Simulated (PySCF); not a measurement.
# Four-centre ligand exchange

Start structure (GaH$_{5}$Se, singlet), relaxed at PBE0-D4/def2-TZVP:

```tsv
atom	x (Å)	y (Å)	z (Å)
Ga1	-1.0970	-0.2875	-0.3400
H2	-0.6023	0.2090	-1.7497
H3	-1.1333	-1.8341	-0.0430
H4	-1.9610	0.6804	0.5529
H5	2.1119	-0.4432	0.0503
Se6	1.1985	0.1454	1.0383
H7	1.4570	1.4970	0.5252
```

The step: GaH₃ + H₂Se → GaH₃Se ([GaH2][SeH]) + H₂; bonds formed: H2–H5; dative contacts that become bonds: Ga1–Se6; bonds broken: Ga1–H2, H5–Se6. PySCF 2.14 with density fitting (its default auxiliary sets; JK sets also for MP2 and CCSD(T)); basis: def2-TZVPP and def2-QZVPP; cores frozen in the correlated methods. Filled d shells of the heavier atoms are correlated. The def2 sets are not built for correlating such inner shells, so the correlated values are less sure here. Extrapolation: Hartree–Fock as exp(−7.88 √X), correlation as X^−2.97. Energies below are by CCSD(T) at an estimated basis limit (MP2 extrapolated from triple and quadruple zeta, plus CCSD(T) − MP2 in triple zeta).

What are the electronic barrier and the energy of the step, from the start structure to the end structure? (To be estimated.)

By the calculation: Barrier 0.664 eV; step energy -0.611 eV (downhill); reverse barrier, their difference, 1.275 eV. Barrier and step energy count from the start structure, the reverse barrier from the end structure.

The saddle point: One imaginary mode of 988i cm⁻¹.
```
   pair  start (Å)  saddle (Å)  end (Å)
Ga1–Se6       2.71        2.62     2.33
  H2–H5       3.32        1.17     0.75
 Ga1–H2       1.57        1.70     2.81
 H5–Se6       1.47        1.72     3.54
```

Zero-point energy (harmonic, PBE0-D4): ZPE is 0.979 eV at the start and 0.932 eV at the saddle, so the barrier goes from 0.664 to 0.617 eV.

No T1 diagnostic of these runs exceeds 0.013.

Exchanges of this kind with a chalcogen hydride build sulfide and selenide films.

Labels in which every atom is bracketed show which atoms are joined, not bond orders.

For scale, one of the runs: CCSD(T)/def2-TZVPP, 166 basis functions, launched by `OMP_NUM_THREADS=4 python run.py`. Time: 6.8 min of wall clock on 4 CPU threads of an Intel Xeon; the host was shared. Peak host memory: 1.7 GiB.
